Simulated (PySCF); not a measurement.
Gas-phase reaction: 2 SnH₂Cl₂ = SnH₃Cl + HCl + SnCl₂

Energies from PySCF, thermal terms from the rigid-rotor harmonic-oscillator model, ideal gas at 1 bar. † marks an energy on the PBE0/def2-TZVP geometry and frequencies. MP2 and CCSD(T) freeze the core. All species are closed-shell singlets. B3LYP is the form with VWN-RPA correlation. Sn: scalar-relativistic def2 core potential, no spin-orbit coupling. SnH₂Cl₂, SnH₃Cl: computed as isolated molecules; such fragments, hydroxides, amides, oligomers or adducts are transient or little studied in the gas. MP2 isn't extrapolated to the basis-set limit; its ΔH°(298 K) is 63.6 kJ in def2-SVP and 43.5 kJ in def2-TZVPP. CCSD(T) isn't extrapolated to the basis-set limit; its ΔH°(298 K) is 49.9 kJ in def2-SVP and 46.5 kJ in def2-TZVPP. The harmonic model lacks anharmonicity and excited electronic states, which grow with temperature; levels with a mode under 35 cm⁻¹ are left out. Soft modes under 120 cm⁻¹ make the harmonic entropy rough for SnH₂Cl₂, SnCl₂.

ΔH° and ΔS° at 298 K: B3LYP/def2-TZVP† 16 kJ, 139 J/K; CCSD(T)/def2-SVP† 50 kJ, 139 J/K; MP2/def2-TZVPP† 44 kJ, 139 J/K; PBE0/def2-SVP† 43 kJ, 139 J/K.

Task: With the heat capacities included, give log10 K (1 bar) at 800, 1000, 1200, 1400, 1600 K from B3LYP/def2-TZVP†, CCSD(T)/def2-SVP†, MP2/def2-TZVPP†, PBE0/def2-SVP†.

Result: 
```csv
T (K),B3LYP/def2-TZVP†,CCSD(T)/def2-SVP†,MP2/def2-TZVPP†,PBE0/def2-SVP†
800,6.1,3.9,4.3,4.4
1000,6.3,4.5,4.8,4.8
1200,6.3,4.8,5.1,5.1
1400,6.4,5.1,5.3,5.3
1600,6.4,5.3,5.5,5.5
```
